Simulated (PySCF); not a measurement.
**ZrHCl, triplet: structure and spectrum**

All numbers come from UPBE0 in PySCF with Zr def2-TZVP with ECP28, H def2-TZVP, Cl def2-TZVP; scalar-relativistic core potentials, no spin–orbit coupling; density-fitted integrals.

The structure is a minimum.

Coordinates in bohr (charge 0 multiplicity 3):
```
Zr   -0.3940   -0.1863   -1.1329
H     1.2274    0.5805   -4.1814
Cl    0.9759    0.4615    3.0323
```

```
Point group                                                                   : Cs
Bond lengths                                                                  : Zr–Cl 2.345 Å, Zr–H 1.872 Å
Bond angles                                                                   : Cl–Zr–H 129.5°
Enthalpy at 298.15 K above 0 K                                                : 11.66 kJ/mol
Dipole moment                                                                 : 2.32 D
Rotational constants                                                          : 8.295, 0.1187, 0.1171 cm⁻¹
Atomisation energy without zero-point energy                                  : 774 kJ/mol
Heat capacity Cp at 298.15 K                                                  : 46.1 J/(mol K)
Principal quadrupole moments (Buckingham, traceless) about the centre of mass : -7.79, 2.73, 5.06 D Å
Principal polarisabilities                                                    : 70.0, 80.9, 87.3 bohr³
Entropy at 298.15 K and 1 bar (electronic part: spin only)                    : 279.8 J/(mol K)
Zero-point energy                                                             : 14.3 kJ/mol
Rotational symmetry number                                                    : 1
Highest occupied level (α)                                                    : -5.35 eV
Spin squared ⟨S²⟩                                                             : 2.005
Lowest empty level (α)                                                        : -2.55 eV
```

Harmonic modes (masses in u: Zr 89.905, H 1.008, Cl 34.969):
```
symmetry  ω (cm⁻¹)  IR (km/mol)
      a'       353          0.8
      a'       407          112
      a'      1626          402
```

Charges (e):
```tsv
atom	Mulliken	Löwdin	polar tensor	spin (Mulliken)	Mayer order to Zr1
Zr1	0.60	0.13	0.91	2.07	–
H2	-0.19	-0.16	-0.35	-0.04	0.95
Cl3	-0.41	0.03	-0.56	-0.03	1.07
```

Mulliken populations on Zr1 (electrons outside its core potential): s 2.81, p 6.28, d 2.28, f 0.03.

Other isomers or separated fragments may lie lower. Open d and f shells are described by one determinant, and the ground state may have another occupation or spin.

The final relaxation and frequency run took 42 s on 2 threads of a shared Arm Neoverse V2 host, with 83 basis functions and 14 gradients; the process peaked at 0.85 GiB.
